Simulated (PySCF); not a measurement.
C₆H₁₄Si₂, SMILES C[Si](C)(C#C[SiH2]C)C (GFN2-xTB optimised geometry):

```
22

Si    -0.476    -0.688     0.000
C     -1.136    -1.641    -1.504
C     -1.069    -1.544     1.531
C     -1.462    -2.110     2.528
Si    -2.062    -2.981     4.058
C     -1.409    -2.039     5.582
C     -1.391    -4.766     4.038
C     -3.970    -2.986     4.045
H     -0.993     0.688     0.000
H      0.993    -0.688     0.000
H     -0.778    -2.667    -1.509
H     -2.222    -1.674    -1.504
H     -0.820    -1.176    -2.434
H     -0.323    -2.011     5.590
H     -1.762    -1.012     5.589
H     -1.734    -2.505     6.508
H     -1.738    -5.306     3.162
H     -0.305    -4.776     4.020
H     -1.711    -5.322     4.916
H     -4.364    -1.974     4.028
H     -4.372    -3.481     4.924
H     -4.355    -3.501     3.171
```

Computed with CAM-B3LYP/def2-SVP (PySCF).

Problem. What are the frontier orbital energies and the dipole moment?

Solution. HOMO-2 -10.15 eV, HOMO-1 -8.93 eV, HOMO -8.90 eV, LUMO 1.16 eV, LUMO+1 1.29 eV; dipole moment 0.69 D.

On the same geometry PBE/def2-SVP (PySCF) gives HOMO-2 -7.43 eV, HOMO-1 -6.41 eV, HOMO -6.39 eV, LUMO -0.87 eV, LUMO+1 -0.78 eV; dipole moment 0.80 D.

Meta-Löwdin charges at CAM-B3LYP/def2-SVP: Si1 0.67, C2 -0.53, C3 -0.27, C4 -0.27, Si5 0.92, C6 -0.54, C7 -0.54, C8 -0.54, H9 -0.11, H10 -0.11, H11 0.11, H12 0.11, H13 0.11, H14 0.11, H15 0.11, H16 0.11, H17 0.11, H18 0.11, H19 0.11, H20 0.11, H21 0.11, H22 0.11.
